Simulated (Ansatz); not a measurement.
Reaction (silylene formation by 1,1-elimination): `N[SiH]([SiH3])Br` → `N[Si]Br` + SiH₄

Computed with Ansatz on PBE0-D4/def2-TZVP structures; ΔE is electronic, products minus reactants. CCSD(T)/CBS adds triple-zeta CCSD(T) − MP2 to the extrapolated MP2 energy (def2 sets, frozen cores). This one scheme is used for every species. DFT in def2-TZVPP. For Br outer-core shells are correlated without core-valence functions, which leaves a few kJ/mol of doubt a bond. Scalar relativity is left out up to krypton. Each species was taken in one conformer, which may not be the lowest.

```tsv
level	ΔE (kJ/mol)
LDA (SPW92)	139.3
BLYP-D4	96.2
PBE	111.6
CCSD(T)/def2-TZVPP	114.1
```

Problem. What does CCSD(T)/CBS give? (Estimate.)

Solution. The calculation gave: +120.8 kJ/mol. The listed levels differ from it by 18.5, -24.6, -9.2, -6.7 kJ/mol.

Problem. What do rigid-rotor, harmonic-oscillator terms from PBE0-D4/def2-TZVP frequencies (298.15 K, 1 bar) make of the CCSD(T)/CBS value? (Estimate.)

Solution. The calculation gave: ΔZPE = -7.2 kJ/mol, ΔH = +115.1 kJ/mol, ΔS = 131 J/(mol·K), ΔG = +76.1 kJ/mol.

Largest T1 diagnostic among the species: 0.011.

From PBE to PBE0 (25 % exact exchange), in def2-TZVPP and without D4, ΔE moves by +13.3 kJ/mol. Leaving LDA and LC-ωPBE aside and taking each functional with its dispersion term where it has one, the values, not all of them listed here, spread over 41.1 kJ/mol, from BLYP-D4 to r2SCAN0-D4. LDA lies +27.7 kJ/mol from PBE without D4.
